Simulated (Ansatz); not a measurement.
Basis sets compared for Na6Cd⁺. Charge 1, multiplicity 2. Geometry PBE/def2-SVP. Ansatz on 4 threads of Arm Neoverse V1 on a shared host; times are rough, and most runs start from earlier orbitals.

```xyz
7

Cd    1.352   -0.217   -1.299
Na    0.279   -2.860   -0.164
Na    0.646    2.989   -0.402
Na    1.641    0.010    1.826
Na   -1.280   -1.749    2.882
Na   -0.984    1.314   -3.077
Na   -1.654    0.514    0.234
```

In the def2 sets Cd takes a core potential; there is no spin–orbit coupling. Another isomer (doublet) lies 0.12 eV lower at PBE0/def2-TZVP; other spin states weren't run for this one.

| level | functions | energy (Eh) | HOMO (eV) | LUMO (eV) | wall time |
| --- | --- | --- | --- | --- | --- |
| PBE/def2-SVP | 121 | -1140.3506 | -6.07 | -5.58 | 5.5 s |
| PBE0/def2-SVP | 121 | -1140.4237 | -6.52 | -5.00 | 10 s |

Question: Estimate the rows for PBE/def2-TZVP (with forces), PBE0/def2-TZVP.

Answer: 
```json
{"level": "PBE/def2-TZVP (with forces)", "functions": "232", "energy (Eh)": "-1140.7525", "HOMO (eV)": "-6.11", "LUMO (eV)": "-5.60", "wall time": "11 s"}
{"level": "PBE0/def2-TZVP", "functions": "232", "energy (Eh)": "-1140.8205", "HOMO (eV)": "-6.56", "LUMO (eV)": "-5.01", "wall time": "22 s"}
```
